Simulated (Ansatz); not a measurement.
Mulliken charges of CH$_{2}$AlFOS (`F[C]1(S)[O][AlH]1`) from ωB97M-V/def2-TZVPP in Ansatz (PBE0-D4/def2-TZVP geometry).

| atom | x (Å) | y (Å) | z (Å) | charge (e) |
| --- | --- | --- | --- | --- |
| F1 | 0.072 | -1.729 | 0.470 | -0.194 |
| C2 | -0.118 | -0.397 | 0.235 | 0.197 |
| S3 | -0.546 | 0.453 | 1.765 | -0.117 |
| O4 | -1.126 | -0.191 | -0.737 | -0.359 |
| Al5 | 0.341 | 0.434 | -1.406 | 0.379 |
| H6 | 0.636 | 0.234 | 2.360 | 0.109 |
| H7 | 0.801 | 1.127 | -2.734 | -0.015 |

Problem. By hand: the dipole of these point charges (1 e Å = 4.8032 D).

Solution. Σ q r = (0.617, 0.446, -0.221) e Å, of length 0.793 e Å = 3.81 D.

Problem. How does the dipole of the full density compare? (An estimate is asked.)

Solution. Computed: (0.610, 0.419, -0.470) e Å, 4.21 D; the point charges give 0.90 times that, at 16° from its direction.

Point charges leave out the atoms' own dipoles, such as those of lone pairs, and Mulliken's split depends on the basis, so the close match here is no proof of good charges.
